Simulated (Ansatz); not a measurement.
`FC(F)(F)C[O][Ti]([F])([F])[F]` + HCl → `[F][Ti]([F])([F])[Cl]` + `OCC(F)(F)F`  (ligand exchange at a Ti–O bond)

Program: Ansatz. Geometries: PBE0-D4/def2-TZVP. ΔE: electronic, gas phase. CCSD(T)/CBS is the MP2 limit (def2-TZVPP, def2-QZVPP) plus CCSD(T) − MP2 in def2-TZVPP, frozen cores. This one scheme is used for every species. Functionals use def2-TZVPP. HSE06 is defined as in plane-wave codes. For Ti outer-core shells are correlated without core-valence functions, which leaves a few kJ/mol of doubt a bond. Scalar relativity is left out up to krypton. Each species was taken in one conformer, which may not be the lowest.

`FC(F)(F)C[O][Ti]([F])([F])[F]`:

```xyz
12

F     1.537   -0.623   -1.069
C     0.802    0.440   -1.410
F    -0.189    0.011   -2.191
F     1.569    1.266   -2.124
C     0.278    1.162   -0.182
O    -0.484    0.314    0.599
Ti   -0.965   -1.165    1.420
F    -1.178   -2.456    0.262
F     0.283   -1.618    2.561
F    -2.465   -0.877    2.275
H     1.139    1.537    0.379
H    -0.326    2.009   -0.520
```

HCl:

```xyz
2

Cl   -0.155    0.227   -0.577
H     0.155   -0.227    0.577
```

`[F][Ti]([F])([F])[Cl]`:

```xyz
5

F    -0.421    0.431    1.660
Ti    0.010   -0.064    0.053
F     1.667   -0.583    0.039
F    -1.007   -1.386   -0.430
Cl   -0.249    1.601   -1.322
```

`OCC(F)(F)F`:

Z-matrix (Å, degrees):
```
C
C 1 1.515
O 1 1.395 2 112.2
H 1 1.091 2 107.8 3 -118.5
H 1 1.097 2 107.1 3 124.9
F 2 1.345 1 110.7 3 -58.4
F 2 1.332 1 112.6 3 61.7
F 2 1.338 1 110.5 3 -177.5
H 3 0.962 1 108.8 2 63.6
```

CCSD(T)/CBS gives -9.3 kJ/mol.

Q: Another level gave -19.7 kJ/mol. Which?
A. CCSD/def2-TZVPP
B. BHLYP-D4/def2-TZVPP
C. B2PLYP/def2-TZVPP
D. HSE06/def2-TZVPP

A: D. HSE06 -19.7, B2PLYP -13.4, BHLYP-D4 -9.0, CCSD/def2-TZVPP -4.5 kJ/mol.

Largest T1 diagnostic among the species: 0.024, so the coupled-cluster value is less sure than usual.

At CCSD(T), def2-SVP lies +23.5 kJ/mol from the extrapolated value and def2-TZVPP +2.9 kJ/mol. Leaving LDA and LC-ωPBE aside and taking each functional with its dispersion term where it has one, the values, not all of them listed here, spread over 12.2 kJ/mol, from B97M-V to CAM-B3LYP-D4. LDA lies +7.1 kJ/mol from PBE without D4.
